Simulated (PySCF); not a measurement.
3,3,3-trifluoropropanal, C3H3F3O.
Geometry (PBE0-D3(BJ)/def2-SVP, Å), atoms numbered from 1 in this order:
```
atom  x, y, z in Å
O1     2.3941   -0.0708    0.6079
C2     1.2524    0.2917    0.6231
C3     0.1010   -0.5827    0.1796
C4    -0.9547    0.1770   -0.5811
F5    -0.4351    0.7772   -1.6555
F6    -1.9322   -0.6277   -0.9948
F7    -1.5061    1.1308    0.1794
H8     0.9636    1.3070    0.9952
H9    -0.3783   -1.0067    1.0775
H10    0.4846   -1.4092   -0.4336
```

The closed-shell ground state was solved at several levels (PySCF, density fitting, gas phase, non-relativistic).

| level | basis functions | HOMO (eV) | LUMO (eV) | gap (eV) | dipole (D) |
| --- | --- | --- | --- | --- | --- |
| B3LYP/pcJ-1 | 219 | -7.85 | -1.59 | 6.26 | 1.60 |
| CAM-B3LYP/pcSseg-2 | 294 | -9.67 | -0.24 | 9.43 | 1.66 |
| PBE0/def2-SVPD | 176 | -8.23 | -1.52 | 6.71 | 1.64 |

Q: What might PBE0/pcSseg-1 (134 basis functions) give for the same quantities?

A: HOMO -8.10 eV, LUMO -1.32 eV, gap 6.78 eV, dipole 1.60 D.

Q: Over all these levels, which gives the widest orbital gap and which the narrowest?

A: CAM-B3LYP/pcSseg-2 (range-separated hybrid) has the widest, 9.43 eV, and B3LYP/pcJ-1 (global hybrid, 20 % exact exchange) the narrowest, 6.26 eV. Functional and basis both differ between the two, so the spread mixes both effects.

Q: How far do the dipole and the HOMO energy spread over the levels?

A: The dipole runs from 1.60 to 1.66 D (mean 1.63 D) and the HOMO from -9.67 to -7.85 eV.

One conformer stands for the species.
